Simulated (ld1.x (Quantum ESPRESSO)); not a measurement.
## Configuration tests for Ge (ultrasoft)

ld1.x (Quantum ESPRESSO) 7.5 input, shortened:

```
&input
   title='Ge', zed=32., rel=1, dft='PZ', iswitch=3,
   config='[Ar] 3d10 4s2 4p0.5'
 /
 &inputp
   pseudotype=3, tm=.true., lloc=-1, rcloc=1.55,
   nlcc=.true., rcore=1.00,
   which_augfun='PSQ', rmatch_augfun=1.25
 /
4
4S  1  0   2.00   0.00  1.50  1.95  0.0
4S  1  0   0.00  -1.50  1.50  1.95  0.0
4P  2  1   0.50   0.00  2.00  2.55  0.0
4P  2  1   0.00   1.55  2.00  2.55  0.0
 &test
   configts(1)='4s2 4p0.5'
 /
```

Energies are relative to the spin-unpolarised reference configuration 4s2 4p0.5; without spin polarisation the order of configurations can differ from experiment. Spin-polarised rows fill each open shell by Hund’s rule, majority spin first.

```tsv
valence configuration	charge	ΔE all-electron (eV)	error AE − PS (meV)
4s2 4p2	0	-14.412	-14
4s2 4p1	+1	-6.776	-3.1
4s2 4p0	+2	8.940	-8.5
4s1 4p2	+1	2.001	-0.6
4s0 4p4	0	1.947	+5.9
4s1 4p3	0	-6.368	+4.4
4s2 4p0.5 (spin-polarised)	+1.5	-0.053	-0.3
4s2 4p2 (spin-polarised)	0	-14.975	-18
```

Problem. What are ΔE and the potential's error for 4s2 4p2.3?

Solution. ΔE = -15.340 eV all-electron; the error (AE − PS) is -15 meV.

Levels in the configuration 4s2 4p2:

| level | all-electron (eV) | pseudo (eV) |
| --- | --- | --- |
| 4s | -11.949 | -11.915 |
| 4p | -4.052 | -4.046 |
